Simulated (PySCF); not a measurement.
How the method changes the constants of NaI

State: ¹Σ⁺ (singlet), closed shell. Set-up: PySCF, scalar-relativistic core potentials, basis sets Na def2-SVP, I def2-SVP with ECP28. De refers to Na + I in their high-spin ground configurations, without counterpoise correction. A positive dipole means Na(−)I(+).

| Level | Re (Å) | ωe (cm⁻¹) | De (eV) | μ (D) |
| --- | --- | --- | --- | --- |
| RHF | 2.760 | 249 | 2.44 | -9.88 |
| RHF-MP2 | 2.755 | 250 | 3.13 | n/a |
| RHF-SCS-MP2 | 2.757 | 250 | 3.05 | n/a |
| RHF-CCSD | 2.756 | 250 | 3.03 | n/a |
| RHF-CCSD(T) | 2.756 | 250 | 3.06 | n/a |
| PBE | 2.730 | 249 | 3.20 | -8.47 |
| PW91 | 2.729 | 249 | 3.26 | -8.41 |
| r²SCAN | 2.730 | 252 | 3.37 | -9.18 |
| M06-L | 2.760 | 240 | 3.63 | -9.44 |
| PBE0 | 2.721 | 254 | 3.22 | -8.99 |
| BHandHLYP | 2.714 | 258 | 3.14 | -9.08 |
| LC-ωPBE | 2.712 | 257 | 3.22 | -9.47 |

Problem. Which functional lies closest to RHF-CCSD(T) in De, which farthest, and by how much do they differ from it?

Solution. Closest is BHandHLYP (-4.2 pm in Re, +3.2 % in ωe, +0.08 eV in De against RHF-CCSD(T) in the same basis), farthest M06-L (+0.4 pm in Re, -4.0 % in ωe, +0.57 eV in De). CCSD(T) converges more slowly with the basis than the functionals do and binds too weakly in this one, so the order can change at the basis-set limit.

Problem. What does second-order correlation do here, going from RHF to RHF-MP2?

Solution. RHF-MP2 less RHF: -0.5 pm in Re, +0.4 % in ωe, +0.69 eV in De. Correlation nearly always deepens the well. The bond shortens, as in weak, metallic or heavy-atom bonds, where dispersion and the correlation of outer-core electrons pull the atoms together.

Correlated steps freeze 5 core orbitals. Correlated levels converge slowly with the basis: in double zeta they bind strong bonds too weakly, by up to about 1 eV, and carry superposition errors of some tenths. These are scalar-relativistic numbers at best; spin–orbit coupling would shift them, the dissociation energy most. Where the molecule has an RHF reference, its open-shell atoms are computed with UHF.
